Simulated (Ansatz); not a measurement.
Job for Ansatz (a quantum-chemistry and plane-wave program): R-B3LYP-D3(BJ)/def2-TZVP on C2F6 (SMILES FC(F)(F)C(F)(F)F).

Ansatz 0.2 input:
```yaml
crystal:
  periodic: [false, false, false]
  atoms:
    - {symbol: C, position_ang: [0.00000000, -0.00000000, 0.77250000]}
    - {symbol: F, position_ang: [1.25080000, -0.00000000, 1.22470000]}
    - {symbol: F, position_ang: [-0.62540000, 1.08320000, 1.22470000]}
    - {symbol: F, position_ang: [-0.62540000, -1.08320000, 1.22470000]}
    - {symbol: C, position_ang: [0.00000000, -0.00000000, -0.77250000]}
    - {symbol: F, position_ang: [0.62540000, 1.08320000, -1.22470000]}
    - {symbol: F, position_ang: [-1.25080000, 0.00000000, -1.22470000]}
    - {symbol: F, position_ang: [0.62540000, -1.08320000, -1.22470000]}
basis:
  gaussian:
    orbitals: def2-TZVP
hamiltonian:
  xc: b3lyp
  dispersion: d3bj
relax: {f_tol: 0.004, max_steps: 120}
scf: {lower_state_search: off}
```

Output:

```
WARN ansatz: RAYON_NUM_THREADS=4 ignored (pool sized by the plan → 4); use --threads N
Functional definition: B3LYP
these checks for a lower state are left out or cut short: stability, starts, cluster_reference, orbital_swaps, neighbouring_geometries, increment
integrals: 0.18 GiB planned
1296 factors; their error is unknown
mean field: 1.62 GiB planned
mean field evaluation 1: about -18379.5786 eV, gradient 5.6e1 eV
mean field evaluation 2: about -18374.4717 eV, gradient 8.5e1 eV
mean field evaluation 4: about -18383.2916 eV, gradient 1.2e0 eV
mean field evaluation 8: about -18383.3312 eV, gradient 5.1e-1 eV
mean field evaluation 16: about -18383.3314 eV, gradient 3.4e-4 eV
mean field -18383.33142666 eV, -675.5749692601 hartree, gradient 3.4e-6 eV, S^2 0.000000; 0 other end points of the search recorded, 0 dependent functions left out
the calculation of the forces begins
reference -18383.33159608 eV, -675.5749754861 hartree; 33, 33 occupied and 215, 215 virtual orbitals, 1296 factors
relax step   1: F+E_penalty+E_count = -18383.54569285 eV  Δ(F+E_penalty+E_count) = +0.000e0 eV  max|allowed force component| = 1.856e-1 eV/Å  Δτ_max = 0.0000 Å  (17 SCF iters, accepted)
these checks for a lower state are left out or cut short: stability, starts, cluster_reference, orbital_swaps, neighbouring_geometries, increment
integrals: 0.18 GiB planned
1296 factors; their error is unknown
mean field: 1.61 GiB planned
mean field -18383.33445303 eV, -675.5750804773 hartree, gradient 1.7e-6 eV, S^2 0.000000; 0 other end points of the search recorded, 0 dependent functions left out
the calculation of the forces begins
reference -18383.33462261 eV, -675.5750867091 hartree; 33, 33 occupied and 215, 215 virtual orbitals, 1296 factors
relax step   2: F+E_penalty+E_count = -18383.54841159 eV  Δ(F+E_penalty+E_count) = -2.719e-3 eV  max|allowed force component| = 6.800e-2 eV/Å  Δτ_max = 0.0037 Å  (21 SCF iters, accepted)
these checks for a lower state are left out or cut short: stability, starts, cluster_reference, orbital_swaps, neighbouring_geometries, increment
integrals: 0.18 GiB planned
1296 factors; their error is unknown
mean field: 1.61 GiB planned
mean field evaluation 32: about -18383.3349 eV, gradient 5.1e-1 eV
mean field -18383.33515304 eV, -675.5751062020 hartree, gradient 1.6e-6 eV, S^2 0.000000; 0 other end points of the search recorded, 0 dependent functions left out
the calculation of the forces begins
reference -18383.33532271 eV, -675.5751124374 hartree; 33, 33 occupied and 215, 215 virtual orbitals, 1296 factors
relax step   3: F+E_penalty+E_count = -18383.54890441 eV  Δ(F+E_penalty+E_count) = -4.928e-4 eV  max|allowed force component| = 4.774e-3 eV/Å  Δτ_max = 0.0025 Å  (21 SCF iters, accepted)
these checks for a lower state are left out or cut short: stability, starts, cluster_reference, orbital_swaps, neighbouring_geometries, increment
integrals: 0.18 GiB planned
1296 factors; their error is unknown
mean field: 1.61 GiB planned
mean field -18383.33515733 eV, -675.5751063596 hartree, gradient 1.6e-6 eV, S^2 0.000000; 0 other end points of the search recorded, 0 dependent functions left out
the calculation of the forces begins
reference -18383.33532700 eV, -675.5751125951 hartree; 33, 33 occupied and 215, 215 virtual orbitals, 1296 factors
relax step   4: F+E_penalty+E_count = -18383.54890478 eV  Δ(F+E_penalty+E_count) = -3.679e-7 eV  max|allowed force component| = 6.740e-4 eV/Å  Δτ_max = 0.0001 Å  (22 SCF iters, accepted)
Total energy: -18383.54907446 eV, -675.5829676692 hartree
Atom 0 at    -0.000000     0.000000     0.777037 Å, force     0.000045     0.000000     0.000674 eV/Å
Atom 1 at     1.254184    -0.000000     1.229912 Å, force    -0.000195     0.000000    -0.000101 eV/Å
Atom 2 at    -0.627089     1.086155     1.229907 Å, force     0.000080    -0.000143    -0.000094 eV/Å
Atom 3 at    -0.627089    -1.086155     1.229907 Å, force     0.000080     0.000143    -0.000094 eV/Å
Atom 4 at     0.000000    -0.000000    -0.777037 Å, force    -0.000045    -0.000000    -0.000674 eV/Å
Atom 5 at     0.627089     1.086155    -1.229907 Å, force    -0.000080    -0.000143     0.000094 eV/Å
Atom 6 at    -1.254184    -0.000000    -1.229912 Å, force     0.000195     0.000000     0.000101 eV/Å
Atom 7 at     0.627089    -1.086155    -1.229907 Å, force    -0.000080     0.000143     0.000094 eV/Å
Dipole moment:    -0.000000     0.000000    -0.000000 e Å
Checks for a lower state left out: stability, starts, cluster_reference, orbital_swaps, neighbouring_geometries, increment
```

The calculation finished and met its thresholds.

Cost: very roughly 50 core-seconds.
